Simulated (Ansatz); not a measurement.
[NbOF4]- (NbOF₄⁻). Total charge -1; singlet. Geometry r2SCAN-D4/def2-SVPD, basis def2-TZVPD, Ansatz.

```xyz
6

Nb   -0.0088    0.0127    0.0637
O    -0.2402    0.3468    1.7378
F    -1.7837   -0.1725   -0.6890
F     0.0962   -1.9158   -0.0813
F     1.9082   -0.0073   -0.2117
F     0.0283    1.7360   -0.8195
```

| run | HOMO (eV) | LUMO (eV) |
| --- | --- | --- |
| A | -3.10 | 2.08 |
| B | -6.51 | 3.76 |
| C | -7.34 | 4.25 |
| D | -4.63 | 2.51 |
| E | -3.55 | 2.06 |
| F | -3.19 | 1.97 |

In the def2 sets Nb takes a core potential; there is no spin–orbit coupling. B3LYP takes the VWN-RPA correlation.

The runs used B3LYP, BHLYP, PBE, r2SCAN, revPBE, ωB97M-V. Estimate which is which.

A revPBE (0 % exact exchange); B BHLYP (50 % exact exchange); C ωB97M-V (range-separated); D B3LYP (20 % exact exchange); E r2SCAN (0 % exact exchange); F PBE (0 % exact exchange). Exact exchange lowers occupied and raises empty levels; among semilocal functionals meta-GGAs tend to open the gap a little, and such runs are hard to tell apart. The gap grows from 5.16 eV (PBE) to 11.58 eV (ωB97M-V).
